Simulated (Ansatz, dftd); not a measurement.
Reaction: C2H6Si (SMILES C=C[SiH3]) → C2H5Si (SMILES [CH]=C[SiH3], doublet) + H (doublet) (the C-H bond breaks)
Each species at its own B3LYP-D3(BJ)/def2-TZVP minimum (Ansatz, a first-principles code).

Wanted: bond dissociation energy (electronic), in kcal/mol. Radicals and triplets start from unrestricted determinants; spin-orbit coupling is neglected. CBS(X,Y): correlation extrapolated as X^-3, Hartree-Fock from the larger set. A bracket is a step between two methods taken in the basis named. Functionals run without relativity, which enters their misses. Double hybrids freeze cores in their MP2 part. 'core' is core correlation in cc-pwCVTZ (1s frozen past Ne), 'X2C' scalar relativity in cc-pVTZ-DK, both at CCSD(T). Where a partner has so few electrons that a lower coupled-cluster level is exact, that level stands in. The UHF reference of C2H5Si ([CH]=C[SiH3], doublet) is spin-contaminated (<S^2> up to 0.17 over the pure value in the sets run).

Compared with CCSD(T)/CBS(cc-pV(T+d)Z,cc-pV(Q+d)Z) + [CCSDT(Q) - CCSD(T)]/cc-pV(D+d)Z + core + X2C (Ansatz): 115.0 kcal/mol.

Costs are rough ratios of core time, to one figure, on one kind of shared machine, summed over the single points of the molecules; atoms, geometries and frequencies are left out. The first row took roughly 10 core seconds; short runs hold start-up time.

```
level                               program  cost relative to the first row  difference (kcal/mol)
---------------------------  --------------  ------------------------------  ---------------------
PBE-D3(BJ)/def2-TZVPD        Ansatz + dftd3                               1                   -4.5
PBE-D4/def2-TZVPD            Ansatz + dftd4                               1                   -4.6
CAM-B3LYP-D4/def2-TZVPD      Ansatz + dftd4                               1                   -1.3
r2SCAN-D4/def2-TZVPD         Ansatz + dftd4                               2                   -5.7
r2SCAN/def2-TZVPD                    Ansatz                               2                   -5.8
r2SCANh-D4/def2-TZVPD        Ansatz + dftd4                               2                   -5.5
B2GP-PLYP-D3(BJ)/def2-TZVPD  Ansatz + dftd3                               2                   -1.9
```

The dearest row costs roughly 2 times the first. Costs within a factor of two don't rank. The table holds for this case alone.
